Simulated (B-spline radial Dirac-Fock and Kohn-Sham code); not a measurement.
**Energy-loss ionisation edge N5 of Hf**

System: neutral hafnium in the configuration 1s2 2s2 2p6 3s2 3p6 3d10 4s2 4p6 4d10 4f14 5s2 5p6 5d2 6s2. Method: the first Born approximation with generalised oscillator strengths from a Dirac-Hartree-Slater potential (longitudinal and transverse terms; continuum final states only, so no white lines or fine structure). Computed with a radial atomic solver. The edge is taken at 211.5 eV (tabulated value).

Input of the calculation (task.json; shells as n, l, electrons):

```json
{"items": [{
  "Z": 72,
  "q": 0,
  "cfg": [[1, 0, 2], [2, 0, 2], [2, 1, 6], [3, 0, 2], [3, 1, 6], [3, 2, 10], [4, 0, 2], [4, 1, 6], [4, 2, 10], [4, 3, 14], [5, 0, 2], [5, 1, 6], [5, 2, 2], [6, 0, 2]],
  "A": 180,
  "rrms": 5.347,
  "do": "eels",
  "beams": [[60, 5], [60, 10], [60, 20], [80, 50], [100, 5], [100, 100], [120, 5], [120, 20], [120, 50], [200, 20], [200, 50], [300, 5], [300, 10], [300, 20]],
  "edges": {"N5": 211.5}
}]}
```

Command: `python xray2_run.py task.json out`

Partial cross sections σ(β, Δ) in barn, integrated over a window Δ above the edge and up to the collection semi-angle β, for parallel illumination:

| E₀ (kV) | β (mrad) | Δ = 25 eV | Δ = 50 eV | Δ = 100 eV | Δ = 200 eV | Δ = 300 eV |
| --- | --- | --- | --- | --- | --- | --- |
| 60 | 5 | 925 | 1520 | 2150 | 3320 | 4250 |
| 60 | 10 | 1570 | 2620 | 3790 | 6100 | 8120 |
| 60 | 20 | 2420 | 4110 | 6080 | 9990 | 13500 |
| 80 | 50 | ? | ? | ? | ? | ? |
| 100 | 5 | 892 | 1480 | 2130 | 3390 | 4480 |
| 100 | 100 | 2940 | 5400 | 8740 | 15000 | 21000 |
| 120 | 5 | 872 | 1450 | 2090 | 3370 | 4500 |
| 120 | 20 | 1890 | 3260 | 4910 | 8170 | 11200 |
| 120 | 50 | 2550 | 4630 | 7400 | 12600 | 17500 |
| 200 | 20 | 1620 | 2840 | 4350 | 7280 | 10000 |
| 200 | 50 | 1930 | 3520 | 5650 | 9710 | 13600 |
| 300 | 5 | 799 | 1340 | 1970 | 3280 | 4520 |
| 300 | 10 | 1110 | 1900 | 2840 | 4760 | 6580 |
| 300 | 20 | 1470 | 2610 | 4050 | 6830 | 9470 |

Q: Give the row for 80 kV and 50 mrad.

A: 3230 b for 25 eV, 5840 b for 50 eV, 9220 b for 100 eV, 15500 b for 200 eV, 21400 b for 300 eV.
